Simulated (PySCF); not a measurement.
## Static response to an electric field

Compound: C₅H₈N₂S.
Cartesian coordinates in Å at the GFN2-xTB level; atoms count from 1:
```xyz
16
C5H8N2S angstrom
C     -2.3021   -0.3655   -0.1632
N     -0.9362   -0.6118    0.2382
C      0.0056    0.3905    0.0870
C     -0.2607    1.7798    0.0031
N      0.7805    2.5657   -0.0652
S      2.1649    1.7095   -0.0307
C      1.3701    0.1806    0.0758
C      2.1068   -1.1096    0.1486
H     -2.7117    0.4457    0.4377
H     -2.8863   -1.2632    0.0291
H     -2.4001   -0.0993   -1.2238
H     -0.5899   -1.5205   -0.0376
H     -1.2361    2.2327   -0.0105
H      1.8610   -1.7465   -0.7040
H      1.8485   -1.6493    1.0607
H      3.1783   -0.9298    0.1434
```

Level: CAM-B3LYP/def2-SVPD (PySCF), static field, nuclei fixed, core orbitals frozen in the response. The polarisability tensor in these axes (au):

```
x   115.45   4.56   1.12
y     4.56  97.36  -1.86
z     1.12  -1.86  62.41
```

Task: Give the principal values, the mean and the anisotropy Δα = √{½[(α1 − α2)² + (α2 − α3)² + (α1 − α3)²]}.

Result: Principal values 62.28, 96.40 and 116.54 au; mean 91.74 au = 13.59 Å³ = 15.13 × 10⁻⁴⁰ C²·m²/J; Δα = 47.51 au (52 % of the mean).

Task: What is the dipole moment, and where does it point?

Result: (-1.22, -3.64, -0.49) D, 3.87 D in size, pointing from the negative to the positive side. Measured along this direction, the outermost atoms are N5 at the negative end and H10 at the positive end.

Task: Sum over states: ᾱ = Σ f/ω², ω in Eh. What share falls to these 8 lowest TDDFT singlets (eV, f)? 4.74, 0.1211; 5.15, 0.0017; 5.54, 0.0020; 5.70, 0.0024; 5.97, 0.0745; 6.17, 0.0048; 6.27, 0.0054; 6.33, 0.0258.

Result: They add up to 6.37 au, 6.9 % of the 91.74 au; the largest single term is 4.00 au, from the state at 4.74 eV. Terms in order: 4.00, 0.05, 0.05, 0.06, 1.55, 0.09, 0.10, 0.48 au. Higher excitations give the rest. The strengths listed sum to 0.238.

Task: What are the principal values of the traceless quadrupole moment, Θ = ½Σq(3rr − r²1), about the centre of nuclear charge?

Result: -7.15, -2.08, 9.22 D·Å. The values depend on the origin, since the dipole doesn't vanish. The electronic extent ⟨r²⟩ about the same centre is 1175 bohr², a root-mean-square distance of 2.20 Å for the 68 electrons.

Task: How large is μ²/3kT at 298 K beside α?

Result: In Gaussian units μ²/3kT = 121.32 Å³ against 13.59 Å³, a ratio of 8.92; the Debye molar polarisation (4π/3)N_A(α + μ²/3kT) is 340.3 cm³/mol, leaving out the vibrational part.

Isolated species at its GFN2-xTB geometry (one conformer only).
